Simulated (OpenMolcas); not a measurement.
# Ir3+: moving the ligands

Ir3+ with 4 ligands (chloride) in tetrahedral coordination (Td) at 2.31 Å. A charge of +0.25 e stands 3.2 Å behind each ligand. Ligand basis ANO-RCC-VDZP.

- Program: OpenMolcas
- Method: CASSCF
- Basis: ANO-RCC-VDZP [7s6p4d2f]
- Scalar Hamiltonian: DKH2, point nucleus
- Active space: 6 electrons in 5 orbitals (5d)
- State averaging: 2S+1 = 5 even, 5 roots; 2S+1 = 3 even, 45 roots; 2S+1 = 1 even, 50 roots
- Spin-orbit coupling: RASSI with atomic mean-field integrals over the reference wave functions

Runs around this geometry, states (labels of Td). Energies in cm-1 above the lowest state or level, χT in cm3 K/mol.

```csv
R (Å),Ground state,First state of that spin,First gap with spin-orbit (degeneracies),χT at 300 K,First state of another spin
2.15,5E,5T2 11274,"274.8 (1, 2)",1.933,3T1 1310
2.31,5E,5T2 8685,"377.0 (1, 2)",2.626,3T1 5216
2.39,5E,5T2 7628,"394.8 (1, 2)",2.908,3T1 6754
```

Taking the first state of the same spin as R^-n, n = -ln(7628 / 11274) / ln(2.39 / 2.15) = 3.7 between the shortest and longest distance.

An orbital doublet at a regular site is open to a Jahn-Teller distortion, which this geometry leaves out. Without dynamic correlation the repulsion within the d shell is too large (B by tens of per cent), so at a given field states of lower spin stand too high. With metal d orbitals alone the field can be off either way by tens of per cent. Ligand-to-metal charge-transfer states are missing. With no ligand orbital active B as a rule stays too high, so bands that hang on it stand too high and its fall with covalency is understated. Spin-orbit coupling mixes the spin-free states strongly: the lowest level takes only 57 % from its leading state, 5E (figures for R = 2.15; the like holds for R = 2.31, R = 2.39). This shell can be high or low spin here, a state of another spin lies low, and with metal d orbitals alone active their balance is uncertain, so the ground spin may be wrong (holds for R = 2.15; R = 2.31). The least metal-like active orbital is 66 % on the metal (Löwdin) and no ligand orbital is active, so the numbers are rough, and ground spin, moment and any spin crossover can be artefacts of this space; highly charged d ions in such sites are as a rule low spin (holds for R = 2.15). The least metal-like active orbital is 74 % on the metal (Löwdin) and no ligand orbital is active, so the numbers are rough (holds for R = 2.31). The least metal-like active orbital is 77 % on the metal (Löwdin) and no ligand orbital is active, so the numbers are rough (holds for R = 2.39). No measured value stands beside these numbers; the geometry was imposed, not optimised, and the real ion may take another.
